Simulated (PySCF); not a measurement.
SMILES F[Si](F)(F)[SiH2]Cl, PBE/def2-SVP optimised geometry.

```
8

F      1.05    -0.77     0.00
Si    -0.57    -0.77     0.00
F     -1.05    -1.44    -1.40
F     -1.05     0.77     0.00
Si    -1.46    -1.96     1.81
Cl    -0.83    -1.04     3.56
H     -0.97    -3.38     1.77
H     -2.96    -1.94     1.73
```

Density from PySCF with PBE/def2-TZVP at that geometry.

Minimum of the electron density along straight lines between bonded atoms, close to the bond critical point (lines longer than 1.1 times the sum of covalent radii, or with two minima, are not listed):

```tsv
bond	length / Å	ρ at the minimum / e bohr⁻³	∇²ρ there / e bohr⁻⁵	position (fraction from the first atom)
F1–Si2	1.622	0.134	0.85	0.58
Si2–F3	1.624	0.133	0.84	0.42
Si2–F4	1.622	0.134	0.85	0.42
Si2–Si5	2.340	0.097	-0.18	0.61
Si5–Cl6	2.081	0.095	0.18	0.37
Si5–H7	1.500	0.120	0.11	0.49
Si5–H8	1.501	0.120	0.11	0.49
```
